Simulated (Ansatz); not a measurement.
Consider the ligand exchange at a Zr–N bond: `C[O][Zr]([Cl])([NH]C(C)C)[O]C` + `N=C=O` → `C[O][Zr]([Cl])([N]=C=O)[O]C` + `CC(C)N`.

Gas-phase electronic energies from Ansatz, PBE0-D4/def2-TZVP geometries. CCSD(T)/CBS is the MP2 limit (def2-TZVPP, def2-QZVPP) plus CCSD(T) − MP2 in def2-TZVPP, frozen cores. This one scheme is used for every species. DFT in def2-TZVPP. B3LYP here is the variant with VWN-RPA as its local correlation; programs differ in this. def2 core potentials past Kr. For Zr outer-core shells are correlated without core-valence functions, which leaves a few kJ/mol of doubt a bond. One conformer a species, not always the lowest.

```tsv
level	ΔE (kJ/mol)
B3LYP-D4	-68.7
PBE-QIDH	-74.8
```

Q: What does CCSD(T)/CBS give? (An estimate is asked.)

A: Ansatz gave: -67.9 kJ/mol. The listed levels differ from it by -0.8, -6.9 kJ/mol.

Largest T1 diagnostic among the species: 0.018.

The D4 term adds +13.8 kJ/mol with B3LYP and +8.5 kJ/mol with PBE0; it sums over pairs of atoms, weighted by their polarisabilities, and B3LYP, whose exchange is more repulsive, gets the larger term. From r2SCAN to r2SCAN0 (25 % exact exchange), in def2-TZVPP and without D4, ΔE moves by −4.5 kJ/mol. Leaving LDA and LC-ωPBE aside and taking each functional with its dispersion term where it has one, the values, not all of them listed here, spread over 16.5 kJ/mol, from B2PLYP to revPBE-D4. LDA lies +13.7 kJ/mol from PBE without D4.
